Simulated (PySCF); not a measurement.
PySCF job for Si(H)(Me)(NH2)2 (CH₈N₂Si), SMILES [SiH](N)(C)N, B3LYP-D3(BJ)/def2-SVP. The structure is a stationary point at B3LYP-D3(BJ)/def2-SVP. Other conformers were not sampled.

```python
import numpy as np
from pyscf import gto, scf, dft, df
from pyscf.hessian import thermo

mol = gto.M(
    atom='''
    Si   -0.35028429   -0.09103474    0.00000001
    C     0.12467617    1.72494609   -0.00000018
    N     0.21845714   -0.75115165    1.51076900
    N     0.21845714   -0.75115197   -1.51076883
    H    -1.81944918   -0.34150601    0.00000004
    H    -0.26284323    2.23474874    0.89541113
    H     1.22255026    1.84120655   -0.00000020
    H    -0.26284323    2.23474854   -0.89541161
    H    -0.06538984   -1.68665108    1.78863392
    H     1.17544403   -0.57747981    1.80696644
    H    -0.06538983   -1.68665147   -1.78863356
    H     1.17544403   -0.57748019   -1.80696632
    ''',
    basis='def2-SVP',
    charge=0,
    spin=0,
    max_memory=1600,
    verbose=3,
)
mf = dft.RKS(mol, xc='b3lyp').density_fit(auxbasis='def2-universal-jkfit')
mf.disp = 'd3bj'
mf.grids.level = 3
mf.conv_tol = 1e-11
mf.max_cycle = 100
mf.kernel()

# [left out here: the lines that compute and print the analytic Hessian (its translational invariance restored by hand, since the grid's response is missing), thermochemistry and intensities]
```

Program output:

```
[...]
       3   N                -0.01  0.04  0.06   -0.03 -0.02  0.01   -0.05  0.05  0.10
       4   H                 0.04  0.07 -0.00   -0.00  0.00  0.30    0.07 -0.31 -0.00
       5   H                -0.07 -0.23  0.01   -0.06 -0.29  0.08   -0.07 -0.01 -0.02
       6   H                -0.05 -0.20 -0.00   -0.00 -0.00  0.12    0.03  0.31  0.00
       7   H                -0.07 -0.23 -0.01    0.06  0.29  0.08   -0.07 -0.01  0.02
       8   H                -0.08  0.03 -0.18   -0.14 -0.03 -0.34   -0.03  0.04 -0.12
       9   H                -0.04 -0.02  0.05   -0.05 -0.16  0.37   -0.03  0.05 -0.18
      10   H                -0.08  0.03  0.18    0.14  0.03 -0.34   -0.03  0.04  0.12
      11   H                -0.04 -0.02 -0.05    0.05  0.16  0.37   -0.03  0.05  0.18
Mode                                12                  13                  14
Irrep
Freq [cm^-1]                      804.2965            868.0029            883.8355
Reduced mass [au]                   1.6373              1.5797              2.7516
Force const [Dyne/A]                0.6240              0.7013              1.2664
Char temp [K]                    1157.2036           1248.8629           1271.6425
Normal mode                   x     y     z       x     y     z       x     y     z
       0  Si                -0.00  0.00 -0.04    0.07 -0.04  0.00    0.00 -0.00 -0.11
       1   C                -0.00 -0.00 -0.10   -0.10  0.04 -0.00   -0.00  0.00  0.06
       2   N                 0.01 -0.06  0.07   -0.04  0.00 -0.03    0.06 -0.02  0.08
       3   N                -0.01  0.06  0.07   -0.04  0.00  0.03   -0.06  0.02  0.08
       4   H                -0.00  0.00 -0.16   -0.01  0.39  0.00   -0.00  0.00 -0.24
       5   H                -0.07 -0.39  0.10    0.21  0.20  0.03    0.04  0.25 -0.07
       6   H                -0.00 -0.00  0.15   -0.04 -0.44  0.00   -0.00 -0.00 -0.11
       7   H                 0.07  0.39  0.10    0.21  0.20 -0.03   -0.04 -0.25 -0.07
       8   H                 0.15 -0.05  0.25    0.05  0.01  0.08   -0.03 -0.02  0.01
       9   H                 0.04  0.07 -0.09   -0.01  0.09 -0.17    0.05 -0.15  0.20
      10   H                -0.15  0.05  0.25    0.05  0.01 -0.08    0.03  0.02  0.01
      11   H                -0.04 -0.07 -0.09   -0.01  0.09  0.17   -0.05  0.15  0.20
Mode                                15                  16                  17
Irrep
Freq [cm^-1]                      926.8884            944.0595           1272.2420
Reduced mass [au]                   1.4675              1.1857              1.2718
Force const [Dyne/A]                0.7428              0.6226              1.2128
Char temp [K]                    1333.5861           1358.2914           1830.4730
Normal mode                   x     y     z       x     y     z       x     y     z
       0  Si                 0.03  0.08  0.00    0.00  0.00 -0.06   -0.00 -0.01 -0.00
       1   C                -0.01 -0.02 -0.00   -0.00  0.00  0.02    0.03  0.13 -0.00
       2   N                -0.04 -0.05  0.01   -0.03 -0.02  0.02   -0.00  0.00 -0.00
       3   N                -0.04 -0.05 -0.01    0.03  0.02  0.02   -0.00  0.00  0.00
       4   H                 0.12 -0.47 -0.00    0.00 -0.00  0.86   -0.01  0.02  0.00
       5   H                -0.02 -0.06  0.01    0.00  0.08 -0.03   -0.22 -0.42  0.19
       6   H                -0.01 -0.06  0.00   -0.00 -0.00 -0.05    0.08 -0.49 -0.00
       7   H                -0.02 -0.06 -0.01   -0.00 -0.08 -0.03   -0.22 -0.42 -0.19
       8   H                 0.15 -0.02  0.30    0.11 -0.03  0.12    0.00  0.00 -0.01
       9   H                 0.01  0.15 -0.27   -0.02  0.08 -0.05   -0.00 -0.01  0.01
      10   H                 0.15 -0.02 -0.30   -0.11  0.03  0.12    0.00  0.00  0.01
      11   H                 0.01  0.15  0.27    0.02 -0.08 -0.05   -0.00 -0.01 -0.01
Mode                                18                  19                  20
Irrep
Freq [cm^-1]                     1437.7077           1438.0131           1547.6552
Reduced mass [au]                   1.0478              1.0507              1.1111
Force const [Dyne/A]                1.2760              1.2801              1.5681
Char temp [K]                    2068.5412           2068.9807           2226.7312
Normal mode                   x     y     z       x     y     z       x     y     z
       0  Si                 0.00 -0.00  0.00    0.01 -0.00 -0.00    0.00  0.00 -0.00
       1   C                 0.00 -0.00  0.06    0.06 -0.01 -0.00    0.00  0.00 -0.00
       2   N                 0.00 -0.00  0.00   -0.00  0.00 -0.00    0.03 -0.03  0.04
       3   N                -0.00  0.00  0.00   -0.00  0.00  0.00    0.03 -0.03 -0.04
       4   H                 0.00  0.00 -0.02    0.00  0.01  0.00   -0.02  0.00  0.00
       5   H                -0.44 -0.16 -0.05   -0.44  0.27 -0.37   -0.01 -0.00 -0.01
       6   H                 0.00 -0.00 -0.70    0.08 -0.35  0.00    0.00 -0.02  0.00
       7   H                 0.44  0.16 -0.05   -0.44  0.27  0.37   -0.01 -0.00  0.01
       8   H                -0.03  0.00 -0.02    0.01  0.00  0.01   -0.41  0.03 -0.24
       9   H                 0.00  0.03 -0.02    0.00 -0.01 -0.00    0.02  0.41 -0.23
      10   H                 0.03 -0.00 -0.02    0.01  0.00 -0.01   -0.41  0.03  0.24
      11   H                -0.00 -0.03 -0.02    0.00 -0.01  0.00    0.02  0.41  0.23
Mode                                21                  22                  23
Irrep
Freq [cm^-1]                     1548.8358           2226.2035           3027.4447
Reduced mass [au]                   1.1201              1.0399              1.0381
Force const [Dyne/A]                1.5832              3.0366              5.6060
Char temp [K]                    2228.4299           3203.0112           4355.8189
Normal mode                   x     y     z       x     y     z       x     y     z
       0  Si                 0.00  0.00  0.01    0.03  0.01 -0.00    0.00  0.00 -0.00
       1   C                 0.00  0.00  0.00   -0.00 -0.00  0.00   -0.03 -0.04  0.00
       2   N                -0.03  0.03 -0.04    0.00  0.00  0.00   -0.00 -0.00  0.00
       3   N                 0.03 -0.03 -0.04    0.00  0.00 -0.00   -0.00 -0.00 -0.00
       4   H                -0.00  0.00 -0.02   -0.97 -0.16  0.00    0.00 -0.00 -0.00
       5   H                -0.03 -0.02 -0.00    0.00  0.00 -0.00   -0.18  0.21  0.39
       6   H                 0.00 -0.00 -0.04    0.00  0.00 -0.00    0.70  0.06 -0.00
       7   H                 0.03  0.02 -0.00    0.00  0.00  0.00   -0.18  0.21 -0.39
       8   H                 0.41 -0.03  0.23    0.01  0.00  0.00    0.00  0.00  0.00
       9   H                -0.02 -0.41  0.23    0.00 -0.01  0.01   -0.00 -0.00  0.00
      10   H                -0.41  0.03  0.23    0.01  0.00 -0.00    0.00  0.00 -0.00
      11   H                 0.02  0.41  0.23    0.00 -0.01 -0.01   -0.00 -0.00 -0.00
Mode                                24                  25                  26
Irrep
Freq [cm^-1]                     3109.9659           3136.6551           3551.4364
Reduced mass [au]                   1.0981              1.1036              1.0505
Force const [Dyne/A]                6.2575              6.3975              7.8065
Char temp [K]                    4474.5485           4512.9484           5109.7262
Normal mode                   x     y     z       x     y     z       x     y     z
       0  Si                 0.00  0.00  0.00    0.00  0.00  0.00    0.00  0.00 -0.00
       1   C                 0.08 -0.03 -0.00    0.00 -0.00  0.09    0.00  0.00  0.00
       2   N                -0.00  0.00 -0.00    0.00  0.00 -0.00    0.02 -0.02  0.02
       3   N                -0.00  0.00  0.00   -0.00 -0.00 -0.00   -0.02  0.02  0.02
       4   H                -0.00 -0.00  0.00   -0.00 -0.00 -0.00   -0.00 -0.00  0.00
       5   H                -0.16  0.22  0.40    0.24 -0.31 -0.54    0.00 -0.00 -0.00
       6   H                -0.65 -0.08  0.00   -0.00 -0.00  0.01   -0.00 -0.00 -0.00
       7   H                -0.16  0.22 -0.40   -0.24  0.31 -0.54   -0.00  0.00 -0.00
       8   H                -0.00 -0.00  0.00   -0.00 -0.00 -0.00    0.15  0.43 -0.13
       9   H                 0.00  0.00 -0.00    0.00  0.00  0.00   -0.47 -0.10 -0.15
      10   H                -0.00 -0.00 -0.00    0.00  0.00 -0.00   -0.15 -0.43 -0.13
      11   H                 0.00  0.00  0.00   -0.00 -0.00  0.00    0.47  0.10 -0.15
Mode                                27                  28                  29
Irrep
Freq [cm^-1]                     3551.6310           3641.0436           3641.0675
Reduced mass [au]                   1.0503              1.0949              1.0949
Force const [Dyne/A]                7.8062              8.5518              8.5520
Char temp [K]                    5110.0062           5238.6511           5238.6855
Normal mode                   x     y     z       x     y     z       x     y     z
       0  Si                -0.00 -0.00 -0.00    0.00  0.00 -0.00   -0.00 -0.00 -0.00
       1   C                -0.00 -0.00  0.00   -0.00 -0.00  0.00    0.00  0.00  0.00
       2   N                -0.02  0.02 -0.02    0.04  0.04 -0.00   -0.04 -0.04  0.00
       3   N                -0.02  0.02  0.02    0.04  0.04  0.00    0.04  0.04  0.00
       4   H                 0.00  0.00  0.00   -0.00 -0.00 -0.00    0.00  0.00 -0.00
       5   H                 0.00  0.00 -0.00    0.00  0.00 -0.00    0.00 -0.00 -0.00
       6   H                 0.00  0.00 -0.00    0.00 -0.00 -0.00   -0.00  0.00 -0.00
       7   H                 0.00  0.00  0.00    0.00  0.00  0.00   -0.00  0.00 -0.00
       8   H                -0.15 -0.43  0.13   -0.13 -0.43  0.13    0.14  0.47 -0.15
       9   H                 0.47  0.10  0.15   -0.41 -0.07 -0.13    0.45  0.08  0.15
      10   H                -0.15 -0.43 -0.13   -0.14 -0.47 -0.15   -0.13 -0.43 -0.13
      11   H                 0.47  0.10 -0.15   -0.45 -0.08  0.15   -0.41 -0.07  0.13
temperature 298.1500 [K]
pressure 101325.00 [Pa]
Rotational constants [GHz] 5.98148 5.53459 3.36125
Symmetry number 1
Zero-point energy (ZPE) 0.09679 [Eh]   254120.792 [J/mol]
                           tot       elec      trans        rot        vib
Entropy [J/mol/K]       338.578      0.000    162.786    106.573     69.219
Cv [J/mol/K]            109.142      0.000     12.472     12.472     84.198
Cp [J/mol/K]            117.456      0.000     20.786     12.472     84.198
Internal energy [J/mol]                      3718.434   3718.434 266233.593
Internal energy [Eh]   -441.70730  -441.81154
Enthalpy [J/mol]                             6197.391   3718.434 266233.593
Enthalpy [Eh]          -441.70636
Gibbs free energy [J/mol]                  -42337.227 -28056.399 245595.993
Gibbs free energy [Eh] -441.74480
mode   freq/cm-1   IR/(km/mol)
   1      107.39         0.083
   2      137.39         0.405
   3      225.69         5.308
   4      262.26         1.517
   5      277.64         6.967
   6      331.85        35.006
   7      365.64       339.310
   8      446.15        82.069
   9      609.85        13.858
  10      670.94         5.504
  11      717.36         1.729
  12      776.55        26.494
  13      804.30         2.488
  14      868.00        98.256
  15      883.84       121.359
  16      926.89       176.626
  17      944.06       143.923
  18     1272.24        30.891
  19     1437.71         2.400
  20     1438.01         3.487
  21     1547.66        47.751
  22     1548.84        36.903
  23     2226.20       155.850
  24     3027.44         5.111
  25     3109.97         9.668
  26     3136.66         7.009
  27     3551.44        10.958
  28     3551.63        10.350
  29     3641.04        24.694
  30     3641.07         0.096
max |gradient| / (hartree/bohr): 3.501373092621292e-05
APT charges: [ 1.6476 -0.3407 -0.8338 -0.8338 -0.3086  0.0139 -0.0019  0.0139  0.1609
  0.1607  0.1609  0.1607]
```

Self-consistency was reached.

Cost: roughly 2.9 core-minutes.
